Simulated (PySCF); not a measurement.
**Worked example: refractive index and permittivity of the vapour**

Ge(Me)4 (C4H12Ge), SMILES [CH3][Ge]([CH3])([CH3])[CH3].

The structure is a stationary point at B3LYP-D3(BJ)/def2-SVP. The isomer is the one that the SMILES or the coordinates give; other isomers of the formula were not compared.

PBE/def2-TZVP run with PySCF gives a mean static polarisability of 83.5 bohr³ and a dipole moment of 0.00 D. Take an ideal gas at 298.15 K and 0.01 bar, whether or not the substance is that volatile.

Task: Work out n − 1 in the optical limit and the static ε − 1.

Result: 
Polarisability volume α' = 83.5 × 0.148185 = 12.37 Å³. Number density N = p/kT = 2.43e-7 Å⁻³.
Dilute limit of Lorentz–Lorenz: n − 1 = 2π N α' = 1.9e-5.
Orientation term of Debye: μ²/(3kT) = 8.098 Å³ × μ²(D²) = 0.00 Å³.
ε − 1 = 4π N (α' + μ²/3kT) = 3.8e-5. With no permanent dipole, ε equals n² in this model. Vibrational polarisation and dispersion are left out.
